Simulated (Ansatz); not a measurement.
Gas-phase electronic energies from Ansatz, PBE0-D4/def2-TZVP geometries. CCSD(T)/CBS is the MP2 limit (def2-TZVPP, def2-QZVPP) plus CCSD(T) − MP2 in def2-TZVPP, frozen cores. This one scheme is used for every species. DFT in def2-TZVPP. B3LYP here is the variant with VWN-RPA as its local correlation; programs differ in this. Each species was taken in one conformer, which may not be the lowest.

`O[SiH]1[CH2][AlH]1` + H–F → `F[SiH]1[CH2][AlH]1` + H₂O  (ligand exchange at the Si–O bond)

| level | ΔE (kJ/mol) | difference from CCSD(T)/CBS |
| --- | --- | --- |
| BLYP-D4 | -46.7 | -1.1 |
| B3LYP-D4 | -46.5 | -0.9 |
| CAM-B3LYP-D4 | -48.1 | -2.5 |
| ωB97X-V | -47.2 | -1.6 |
| CAM-B3LYP | -49.8 | -4.2 |
| LC-ωPBE | -46.8 | -1.2 |
| SCS-MP2/def2-TZVPP | -44.5 | 1.1 |
| HF/def2-QZVPP | -52.3 | -6.7 |
| HF/CBS(def2) | -52.5 | -6.9 |
| CCSD/CBS(def2) | -46.9 | -1.3 |
| CCSD(T)/CBS | -45.6 | 0 |

Largest T1 diagnostic among the species: 0.013.

Leaving LDA and LC-ωPBE aside and taking each functional with its dispersion term where it has one, the values, not all of them listed here, spread over 7.0 kJ/mol, from B97M-V to revPBE-D4. LDA lies +4.5 kJ/mol from PBE without D4. In def2-TZVPP, CCSD(T) changes the Hartree–Fock value by +7.3 kJ/mol (the triples alone add +1.3 kJ/mol) and MP2 by +9.0 kJ/mol.
